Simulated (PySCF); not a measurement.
Geometry:
| atom | x (Å) | y (Å) | z (Å) |
| --- | --- | --- | --- |
| C1 | 3.086 | -0.071 | 0.572 |
| S2 | 1.510 | 0.799 | 0.404 |
| C3 | 0.647 | -0.323 | -0.625 |
| C4 | -0.625 | -0.681 | -0.410 |
| F5 | -1.255 | -1.441 | -1.310 |
| C6 | -1.471 | -0.314 | 0.757 |
| C7 | -2.375 | 0.874 | 0.508 |
| F8 | -3.198 | 0.664 | -0.520 |
| F9 | -1.670 | 1.975 | 0.242 |
| F10 | -3.125 | 1.123 | 1.585 |
| H11 | 3.750 | 0.594 | 1.143 |
| H12 | 2.968 | -1.018 | 1.117 |
| H13 | 3.538 | -0.258 | -0.413 |
| H14 | 1.144 | -0.690 | -1.529 |
| H15 | -2.110 | -1.166 | 1.030 |
| H16 | -0.823 | -0.056 | 1.607 |

[PySCF 2.14: coordinates at the PBE0-D3(BJ)/def2-SVP level; PBE0/pcSseg-1 with gauge-including orbitals; fast rotation and ring inversion assumed for equivalent nuclei; no solvent model; non-relativistic Hamiltonian; one conformer]

δ = σ(ref) − σ, references computed at the same level: ¹³C and ¹H vs TMS; CS2 for ³³S; ¹⁹F vs CFCl3.

| atoms | nucleus | count | δ (ppm) |
| --- | --- | --- | --- |
| C1 | ¹³C | 1 | 22.0 |
| S2 | ³³S | 1 | ? |
| H15/H16 | ¹H | 2 | 3.05 |
| C7 | ¹³C | 1 | 129.6 |
| F8/F9/F10 | ¹⁹F | 3 | ? |
| C3 | ¹³C | 1 | 118.9 |
| H14 | ¹H | 1 | ? |
| C6 | ¹³C | 1 | 37.9 |
| F5 | ¹⁹F | 1 | -81.7 |
| C4 | ¹³C | 1 | 162.2 |
| H11/H12/H13 | ¹H | 3 | 2.02 |

Question: Complete the table.

Answer: 
- H14: 5.82 ppm, hydrogen on an alkene CH; olefinic region
- S2: -49 ppm, sulfide sulfur
- F8/F9/F10: -77.7 ppm, fluorine of a CF3 group

Shifts are as computed. Against solution values, carbons near 30 ppm lie about +2 ppm off and those near 130 ppm about +5 ppm; carbons on S a further +3 ppm. Of 1211 compounds with measured shifts, 218 miss one by over three times the rms of a fit or turn the order of signals round; such compounds aren't used in these exercises. Unscaled 19F shifts against computed CFCl3 carry errors that often reach 10 to 50 ppm.
